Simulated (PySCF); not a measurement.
# How the method changes the constants of CdSb⁺

State: ³Σ⁻ (triplet), unpaired electrons π ↑↑. Set-up: basis Cd def2-SVP with ECP28, Sb def2-SVP with ECP28; scalar-relativistic core potentials; PySCF 2.14. De refers to Cd + Sb⁺ in their high-spin ground configurations, without counterpoise correction. The functionals are run spin-unrestricted. A positive dipole points towards Sb; it is taken about the centre of mass and depends on that origin.

| Level | Re (Å) | ωe (cm⁻¹) | De (eV) | μ (D) |
| --- | --- | --- | --- | --- |
| ROHF | 2.852 | 145 | 1.80 | -3.91 |
| PBE | 2.803 | 144 | 2.27 | -1.93 |
| revPBE | 2.831 | 138 | 2.15 | -2.00 |
| BP86 | 2.802 | 143 | 2.21 | -1.87 |
| r²SCAN | 2.765 | 154 | 2.40 | -2.48 |
| PBE0 | 2.787 | 150 | 2.29 | -2.49 |
| BHandHLYP | 2.814 | 145 | 2.04 | -2.63 |

The bond length runs from 2.765 Å (r²SCAN) to 2.852 Å (ROHF). De spans 1.80 eV (ROHF, mean field) to 2.40 eV (r²SCAN, meta-GGA).

Spin–orbit coupling is left out, which matters for elements this heavy, above all for dissociation energies. For an ion De counts to the pair picked by the measured ionisation energies or electron affinities, which need not be the lowest pair at this level. UHF is strongly spin-contaminated for CdSb⁺, so the ROHF reference used there is far from stable. The state is the lowest determinant that a PBE0 search found; another state may lie lower at other levels.
